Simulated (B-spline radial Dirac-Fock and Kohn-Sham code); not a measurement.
Model: Dirac-Fock energy differences between relaxed states, corrected for Breit and QED terms. Program: a radial finite-basis atomic code. Free neutral atoms.

**Question.** Order these X-ray lines by photon energy, lowest first.
A. Yb Mγ
B. Yb Mα2
C. Kr Lγ2
D. Os Mζ2
E. Eu Mζ1
F. Ge Lγ5

**Answer.** E (863.8 eV), F (1242.9 eV), D (1478.6 eV), B (1521.3 eV), A (1763.8 eV), C (1917.1 eV).

Values without a named source are computed, but for edge energies of neutral atoms, which are taken from tables.
